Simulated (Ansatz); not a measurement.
A nudged elastic band was laid between two geometries of CH4OSi2 (8 atoms, charge 0, multiplicity 1).

Theory: UKS B3LYP-D4/def2-SVP (Ansatz).

```json
{"movable images": "7", "climbing image": "yes", "spring": "5.0 eV/Å²", "optimiser": "quadratic models (default)", "start path": "through a guess of the saddle point", "force threshold": "0.05 eV/Å", "iteration limit": "60", "end points": "relaxed"}
```

First end point:

```xyz
8
Properties=species:S:1:pos:R:3
O 0.684 -0.901 3.139
Si 0.733 -0.694 1.628
C 0.732 -0.430 -0.044
Si -0.634 0.515 -0.867
H 1.575 -0.847 -0.607
H -1.606 0.932 0.189
H -0.128 1.739 -1.559
H -1.357 -0.313 -1.879
```

Last end point:

```xyz
8
Properties=species:S:1:pos:R:3
O -0.476 -0.611 1.534
Si 1.216 -0.417 1.440
C 0.916 0.236 -0.401
Si -0.899 -0.072 -0.039
H 1.387 -0.381 -1.186
H -1.795 1.117 0.028
H 1.226 1.283 -0.567
H -1.576 -1.155 -0.809
```

**Question.** Which bonds break or form, and what moves?

**Answer.** Bonds broken: Si4–H7. Bonds formed: O1–Si4, C3–H7.

**Question.** Give the energies along the band, and the barrier.

**Answer.** The run converged. The highest image is number 2 of 0 to 8, 44.1 kcal/mol above the first end and 100.8 kcal/mol above the last; the last end lies 56.7 kcal/mol below the first. Neighbouring images differ by up to 2.2 eV, so the band resolves the path poorly. A vibrational analysis at the climbing image gives one clearly imaginary mode, 1146i cm⁻¹: a first-order saddle point. The orbitals were unrestricted but ended closed-shell.

```csv
image,path coordinate (Å),energy (kcal/mol),Si4–H7 (Å),O1–Si4 (Å),C3–H7 (Å)
0,0.00,0.0,1.49,4.45,2.78
1,0.92,9.3,1.48,4.33,2.42
2,1.84,44.1,1.62,4.23,1.48
3,2.67,12.4,2.17,4.28,1.10
4,3.50,-1.1,2.47,4.23,1.09
5,4.33,-1.2,2.46,3.89,1.09
6,5.15,-1.9,2.47,3.48,1.09
7,5.98,-5.6,2.47,2.53,1.09
8,6.81,-56.7,2.57,1.72,1.10
```

**Question.** What is the geometry of the highest image?

**Answer.** 
```xyz
8
Properties=species:S:1:pos:R:3
O 0.816 -0.259 2.968
Si 0.930 -1.026 1.631
C 0.669 -0.205 -0.105
Si -0.901 0.266 -0.858
H 1.405 -0.552 -0.847
H -1.944 0.801 0.043
H 0.439 1.157 -0.649
H -1.414 -0.183 -2.183
```

Time of the run: 5.3 min on 2 threads of Intel(R) Xeon(R) 6975P-C (Granite Rapids) (shared host), peak memory 0.34 GiB.
